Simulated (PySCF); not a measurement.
A structure optimised at PBE0-D3(BJ)/def2-SVP, used in a PySCF frequency run:

```xyz
12

B      0.0016     0.5943     0.0000
C      0.7721    -0.7855     0.0000
C     -0.1113    -2.0264     0.0000
H      1.4506    -0.7969     0.8744
H      1.4506    -0.7969    -0.8744
H     -0.7685    -2.0456    -0.8825
H     -0.7685    -2.0456     0.8825
H      0.4785    -2.9562     0.0000
O     -1.3573     0.6084     0.0000
H     -1.6969     1.5106     0.0000
O      0.6425     1.8051     0.0000
H      1.5998     1.7225     0.0000
```
Charge 0, spin multiplicity 1.

Write its SMILES, formula and point group.

CCB(O)O, C2H7BO2, Cs

What are its rotational constants (standard atomic weights)?

8.7738, 3.4835, 2.5725 GHz
